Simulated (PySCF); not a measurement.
# Dipole response of Co³⁺ (cobalt, charge +3)

[Ar] 3d6, high-spin 5D determinant. Computed with PySCF 2.14 in aug-cc-pwCVTZ-DK with one added diffuse shell each of s, p, d, f, g type (11s10p8d5f4g, 152 functions), with the spin-free X2C one-electron Hamiltonian (Gaussian nucleus). Coupled (time-dependent) response in atomic units; α is the mean over directions.

```tsv
method	mean α (bohr³)	α xx, yy, zz	C₆ (like pair)	S(−4)
UHF	1.618	1.679, 1.679, 1.495	3.864	0.7862
```

S(−4) is the Cauchy moment in α(ω) = α(0) + S(−4) ω² + …

α(iu) at UHF:

```
u (hartree)  α(iu) (bohr³)
          0          1.618
     0.0500          1.616
      0.100          1.610
      0.200          1.587
      0.300          1.552
      0.500          1.458
      0.750          1.322
       1.00          1.189
       1.50         0.9614
       2.00         0.7855
       3.00         0.5442
       5.00         0.2985
```

A single London oscillator, α(iu) = α/(1 + u²/ω²), gives C₆ = (3/4) ω α². Matching the computed C₆ needs ω = 4 × 3.864 / (3 × 1.618²) = 1.97 hartree.

For an ion, C₆ is the dispersion term alone; charge-induced terms of lower order in 1/R come first.

The components differ because the open shell of this determinant is not spherical; for a pure term their mean is the scalar polarisability.
